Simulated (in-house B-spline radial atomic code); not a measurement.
Configurations of Cd3+, with energies counted from [Kr] 4d9. All numbers are computed (scalar-relativistic (X2C) TPSSh, spin-polarised, spherical fractional occupations; Fermi nucleus of rms radius 4.6087 fm) with an all-electron radial atomic-structure program (B-spline basis), not measured. Shells without spins written out take the highest spin.

Caution: exact exchange at fractional occupations of open shells leaves self-interaction of up to several eV.

Occupations are held fixed; configurations that lie above the ionisation limit could autoionise.

| configuration | E - E(ref) (eV) | highest orbital | its <r> (bohr) |
| --- | --- | --- | --- |
| [Ar] 3d10 4s2 4p(2 up, 3 down) 4d10 | 57.708 | 4d up | 1.19 |
| [Ar] 3d10 4s2 4p(3 up, 2 down) 4d(4 up, 5 down) 5d(0 up, 1 down) | 94.305 | 5d down | 3.565 |
| [Ar] 3d10 4s2 4p5 4d9 4f1 | 97.918 | 4f up | 3.709 |
| [Ar] 3d(5 up, 4 down) 4s2 4p6 4d(5 up, 4 down) 5d(1 up, 0 down) | 433.59 | 5d up | 3.524 |
| [Ar] 3d9 4s2 4p6 4d9 5f1 | 443.2 | 5f up | 6.414 |

Problem. Order these further configurations by energy, lowest first.
A. [Kr] 4d8 5p1
B. [Kr] 4d8 5s1
C. [Ar] 3d10 4s2 4p5 4d9 5d1
D. [Kr] 4d8 5d1
E. [Ar] 3d9 4s2 4p6 4d9 5s1

Solution. B (14.448 eV), A (23.364 eV), D (34.176 eV), C (93.101 eV), E (413.79 eV).

Problem. How far above the reference does [Ar] 3d(4 up, 5 down) 4s2 4p6 4d(4 up, 5 down) 4f(0 up, 1 down) lie?

Solution. 438.64 eV; its least bound orbital is 4f down with <r> = 3.769 bohr.
